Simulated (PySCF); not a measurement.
**Bond length, frequency and bond energy of InC⁺ by level of theory**

State: ³Π (triplet), unpaired electrons σ ↑, π ↑. Set-up: PySCF, scalar-relativistic core potentials, basis sets In cc-pVDZ-PP with ECP28, C cc-pVDZ. De refers to In⁺ + C in their high-spin ground configurations, without counterpoise correction. The functionals are run spin-unrestricted. A positive dipole points towards C; it is taken about the centre of mass and depends on that origin. Levels whose curve was spin-contaminated or gave no clean fit are not listed.

```json
{"Level": "UHF-MP2", "Re (Å)": "3.127", "ωe (cm⁻¹)": "116", "De (eV)": "0.201", "μ (D)": "n/a"}
{"Level": "UHF-SCS-MP2", "Re (Å)": "3.186", "ωe (cm⁻¹)": "108", "De (eV)": "0.181", "μ (D)": "n/a"}
{"Level": "UHF-CCSD", "Re (Å)": "3.129", "ωe (cm⁻¹)": "113", "De (eV)": "0.196", "μ (D)": "n/a"}
{"Level": "UHF-CCSD(T)", "Re (Å)": "3.089", "ωe (cm⁻¹)": "118", "De (eV)": "0.210", "μ (D)": "n/a"}
{"Level": "PBE", "Re (Å)": "2.841", "ωe (cm⁻¹)": "164", "De (eV)": "0.436", "μ (D)": "0.99"}
{"Level": "r²SCAN", "Re (Å)": "2.843", "ωe (cm⁻¹)": "164", "De (eV)": "0.372", "μ (D)": "0.96"}
{"Level": "r²SCANh", "Re (Å)": "2.861", "ωe (cm⁻¹)": "161", "De (eV)": "0.348", "μ (D)": "0.89"}
{"Level": "PBE0", "Re (Å)": "2.884", "ωe (cm⁻¹)": "156", "De (eV)": "0.347", "μ (D)": "0.77"}
{"Level": "MN15", "Re (Å)": "2.893", "ωe (cm⁻¹)": "166", "De (eV)": "0.408", "μ (D)": "0.86"}
{"Level": "CAM-B3LYP", "Re (Å)": "2.925", "ωe (cm⁻¹)": "151", "De (eV)": "0.314", "μ (D)": "0.66"}
{"Level": "B2PLYP", "Re (Å)": "2.981", "ωe (cm⁻¹)": "139", "De (eV)": "0.269", "μ (D)": "0.49"}
```

The bond length runs from 2.841 Å (PBE) to 3.186 Å (UHF-SCS-MP2). De spans 0.18 eV (UHF-SCS-MP2, perturbation theory) to 0.44 eV (PBE, GGA).

Correlated steps freeze 5 core orbitals. The bond is weak. Basis-set superposition, not corrected here, can be much of De in a small basis, most of all at correlated wavefunction levels. Spin–orbit coupling is left out, which matters for elements this heavy, above all for dissociation energies. For an ion De counts to the pair picked by the measured ionisation energies or electron affinities, which need not be the lowest pair at this level. B2PLYP dipoles, levels and charges come from its SCF part alone. The state was picked by a PBE0 search and need not be the measured ground state.
